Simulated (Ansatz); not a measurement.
Born–Oppenheimer molecular dynamics of ClFGeH4O3 (10 atoms, charge 0, multiplicity 1). It starts at the highest image of a converged band, a first-order saddle point between two minima.

These are results of RKS PBE0-D4/def2-SVP in Ansatz 0.2.0, not measurements.

```json
{
  "ensemble": "NVE (velocity Verlet)",
  "time step": "0.5 fs",
  "steps asked": "200",
  "starting velocities drawn for": "300 K",
  "seed": "3128"
}
```

First frame:

```xyz
10
Properties=species:S:1:pos:R:3
Ge 0.094 0.064 -0.213
Cl -1.155 0.491 1.938
O 1.466 0.013 -1.290
H 1.895 -0.849 -1.245
O -0.916 1.267 -0.959
H -1.602 1.534 -0.332
O -0.189 -1.641 0.069
H -0.799 -1.758 0.810
F 1.339 0.973 1.209
H 0.588 0.995 1.862
```

Task: How far do the bonds stretch over the last three quarters of this one trajectory? (Pairs bonded in most of those frames.)

Result: 
```
   bond  mean (Å)  spread (Å)  shortest  longest
Ge1–Cl2     2.766       0.165      2.59     3.17
 Ge1–O3     1.743       0.037      1.69     1.79
 Ge1–O5     1.738       0.009      1.72     1.75
 Ge1–O7     1.747       0.026      1.71     1.79
 Ge1–F9     1.919       0.107      1.68     2.01
Cl2–H10     1.521       0.172      1.29     1.88
  O3–H4     0.965       0.006      0.95     0.98
  O5–H6     0.968       0.011      0.95     0.99
  O7–H8     0.972       0.032      0.92     1.02
```

Pairs bonded in part of these frames only: Ge1–Cl2 63 %, Cl2–H10 79 %, F9–H10 46 %.

Mean temperature of the second half: 400 K. The conserved energy stayed within 0.23 meV per atom of its start (net change 0.02 meV per atom), so the integration is sound. The kinetic energy rose, since the run started high on the potential surface and went downhill. It ends in pieces (ClH + FGeH3O3), so much of that is their flight and rotation, not heat. A run of 0.1 ps of so small a system gives no equilibrium averages. The orbitals stay closed-shell, which can raise the energy where a bond breaks towards radicals; this wasn't checked here.

Run time: 8.7 min on 4 threads of Arm Neoverse V1 (shared host), peak memory 0.36 GiB.
